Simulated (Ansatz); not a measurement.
CH₃ClOSi, SMILES `CO[Si]Cl`, relaxed with RKS PBE-D4/def2-SVP in the Gaussian-basis code of Ansatz from a rough embedded geometry. The force threshold is 0.03 eV/Å; the program also tests the step.

The species carries charge 0 and has multiplicity 1.

Start:

```xyz
7

C    -0.421   -0.738   -0.021
O     0.599   -0.163   -0.731
Si    0.706    1.513   -0.848
Cl    1.353    2.097    0.950
H    -0.387   -0.446    1.090
H    -1.455   -0.427   -0.381
H    -0.395   -1.836   -0.059
```

| step | energy (eV) | largest force (eV/Å) | largest move (Å) |
| --- | --- | --- | --- |
| 1 | -23512.4541 | 2.417 | 0.000 |
| 2 | -23512.7457 | 1.287 | 0.110 |
| 3 | -23512.8862 | 1.217 | 0.195 |
| 4 | -23512.9827 | 1.226 | 0.192 |
| 5 | -23513.0671 | 0.725 | 0.116 |
| 6 | -23513.0903 | 0.313 | 0.133 |
| 7 | -23513.1021 | 0.080 | 0.065 |
| 8 | -23513.1041 | 0.040 | 0.042 |
| 9 | -23513.1055 | 0.063 | 0.074 |
| 10 | -23513.1061 | 0.038 | 0.011 |
| 11 | -23513.1066 | 0.004 | 0.028 |
| 12 | -23513.1068 | 0.025 | 0.039 |

End:

```xyz
7

C    -0.502   -0.695    0.019
O     0.206    0.044   -0.965
Si    1.179    1.400   -0.969
Cl    1.209    1.957    1.105
H    -0.352   -0.272    1.035
H    -1.586   -0.686   -0.226
H    -0.153   -1.749    0.002
```

It took 16 s on 2 threads of a server CPU on a shared host, with 0.14 GiB of host memory at the peak.
